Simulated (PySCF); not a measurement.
## Converging SnSe in the basis (CCSD)

PySCF, RHF reference; singlet, unpaired electrons none; De to Sn + Se without counterpoise correction. Frozen cores follow the default of each basis and core potential.

| basis | relativity | functions | Re (Å) | ωe (cm⁻¹) | De (eV) | frozen orbitals |
| --- | --- | --- | --- | --- | --- | --- |
| cc-pVDZ-PP | scalar-relativistic core potentials | 46 | 2.348 | 337 | 3.81 | 8 |
| def2-SVP | scalar-relativistic core potentials | 58 | 2.349 | 339 | 3.85 | 13 |
| def2-TZVPP | scalar-relativistic core potentials | 98 | 2.320 | 346 | 4.20 | 13 |

Task: How does each smaller set differ from the one with most functions, def2-TZVPP?

Result: cc-pVDZ-PP: +2.8 pm, -2.6 % in ωe, -0.39 eV in De; def2-SVP: +2.9 pm, -2.0 % in ωe, -0.35 eV in De. All at CCSD; the set with most functions is neither the basis-set limit nor always the best.

Correlated steps freeze the inner cores (8 to 13 orbitals); shallow outer-core shells are correlated. Correlated levels converge slowly with the basis: in double zeta they bind strong bonds too weakly, by up to about 1 eV, and carry superposition errors of some tenths. Spin–orbit coupling is left out, which matters for elements this heavy, above all for dissociation energies. Where the molecule has an RHF reference, its open-shell atoms are computed with UHF. The CCSD T1 diagnostic is raised in SnSe, a sign that a single reference may not be enough there.
